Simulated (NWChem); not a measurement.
**A calculation on bromine (Br₂)**

```xyz
2

Br     0.0000     0.0000     1.1492
Br     0.0000     0.0000    -1.1492
```
Charge 0, spin multiplicity 1.

Everything below was run with NWChem. The geometry was optimised at PBE0/def2-SVP, a minimum by its harmonic frequencies.

Symmetry labels belong to the abelian group D2h used in the runs, with the axes of the coordinates shown; states degenerate in a higher group split over its labels.

The Hamiltonian is non-relativistic. B3LYP has NWChem's definition, with VWN1-RPA local correlation.

Task: List the lowest 6 singlet excitations that TD-B3LYP/def2-SVPD, VWN1-RPA local correlation gives, with oscillator strengths.

Result: 
```csv
state,symmetry,energy (eV),wavelength (nm),f
1,b2u,2.64,470,0.001
2,b3u,2.64,470,0.001
3,b2g,4.74,261,0.000
4,b3g,4.74,261,0.000
5,b3g,7.36,168,0.000
6,b2g,7.36,168,0.000
```
